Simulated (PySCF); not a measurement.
Relaxation of singlet BiN₂⁻

Level of theory: PBE0 in PySCF with Bi def2-TZVPD with ECP60, N def2-TZVPD; scalar-relativistic core potentials, no spin–orbit coupling; density-fitted integrals. A (50,194) grid was used.

A hand-made bent start, of C2v symmetry, held to at least that symmetry:

```xyz
3
charge -1 multiplicity 1, angstrom
Bi    0.0000    0.0000   -0.1362
N     1.6465    0.0000    1.0167
N    -1.6465    0.0000    1.0167
```

Q: What does it relax to?

A: It ends at D∞h with Bi–N 1.931 Å (×2); N–Bi–N 180.0°. A frequency run shows a minimum. Other isomers or separated fragments may lie lower.

Q: How much energy is released, and in how many steps?

A: 98.8 kJ/mol in 8 steps.

No spin–orbit coupling is included, which matters more the heavier the element.
